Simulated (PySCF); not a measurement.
C₄H₉NO. Atoms are numbered in the order given.

```xyz
15

C      2.4814    -0.1513     0.2750
O      1.6439    -1.0721    -0.3645
C      0.3194    -0.8673    -0.2807
C     -0.3353     0.1195     0.3488
C     -1.8328     0.2330     0.3269
N     -2.3683     1.3980    -0.3614
H      3.5141    -0.4799     0.1019
H      2.3514     0.8669    -0.1343
H      2.2889    -0.1164     1.3625
H     -0.2232    -1.6530    -0.8180
H      0.2140     0.9024     0.8825
H     -2.2236     0.2476     1.3594
H     -2.2584    -0.6741    -0.1361
H     -1.9708     1.4455    -1.2989
H     -2.0617     2.2492     0.1075
```
Charge 0, spin multiplicity 1.

Coordinates come from a PBE0-D3(BJ)/def2-SVP optimisation. The values are those of a single conformer.

Method: PBE/pcSseg-1 (PySCF).

GIAO shieldings, no solvent; atoms listed in one row are averaged. δ = σ(ref) − σ: ¹³C against TMS (σ = 182.0 ppm); ¹⁷O against H2O (σ = 334.3 ppm); ¹⁵N against NH3 (σ = 267.0 ppm); ¹H against TMS (σ = 31.49 ppm), references at their B3LYP-D3(BJ)/def2-TZVP geometries, non-relativistic.

Computed chemical shifts:
```
nucleus       atoms  count  δ (ppm)
-------  ----------  -----  -------
¹³C              C3      1    154.1
¹³C              C4      1    108.5
¹³C              C1      1     57.4
¹³C              C5      1     49.9
¹⁷O              O2      1    123.4
¹⁵N              N6      1     58.5
¹H              H10      1     6.73
¹H              H11      1     4.64
¹H       H7, H8, H9      3     3.74
¹H              H12      1     3.66
¹H              H13      1     3.17
¹H              H15      1     0.65
¹H              H14      1     0.03
```
